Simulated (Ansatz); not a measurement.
`C[Se][Ge]([CH3])([F])[Cl]` and `[CH3][Ge]([NH2])([F])[Cl]` differ in one atom or group.

Ansatz, PBE0-D4/def2-TZVP geometries, multiplicity 1. Each molecule was computed in one conformer, which needn't be the lowest.

Scalar relativity is left out up to krypton.

| property | `C[Se][Ge]([CH3])([F])[Cl]` |
| --- | --- |
| size of the dipole moment (PBE/def2-TZVPP) / D | 3.39 |
| HOMO energy (PBE/def2-TZVPP) / eV | -5.83 |
| size of the dipole moment (B3LYP/def2-TZVPP) / D | 3.51 |
| LUMO energy (ωB97M-V/def2-TZVPP) / eV | 1.04 |
| HOMO–LUMO gap (PBE/def2-TZVPP) / eV | 4.13 |
| HOMO energy (PBE0/def2-TZVPP) / eV | -7.01 |

Q: What does the change do to each property? (Best estimate.)

A: The calculation gave: 
```
                                        property  `[CH3][Ge]([NH2])([F])[Cl]`  shift
  size of the dipole moment (PBE/def2-TZVPP) / D                         2.79  -0.60
               HOMO energy (PBE/def2-TZVPP) / eV                        -6.62  -0.79
size of the dipole moment (B3LYP/def2-TZVPP) / D                         2.87  -0.64
           LUMO energy (ωB97M-V/def2-TZVPP) / eV                         1.74   0.70
             HOMO–LUMO gap (PBE/def2-TZVPP) / eV                         5.76   1.63
              HOMO energy (PBE0/def2-TZVPP) / eV                        -8.11  -1.10
```

With PBE0 the HOMO falls by 1.10 eV and the LUMO rises by 0.93 eV, so the gap widens by about 2.03 eV. PBE moves the HOMO by -0.79 eV and ωB97M-V by -1.28 eV. Dipoles are sizes alone; their direction can turn.

B3LYP here is the variant with VWN-RPA as its local correlation; programs differ in this.

Spin–orbit coupling is left out; it splits and shifts lone-pair levels of the heavy atoms by tenths of an eV.
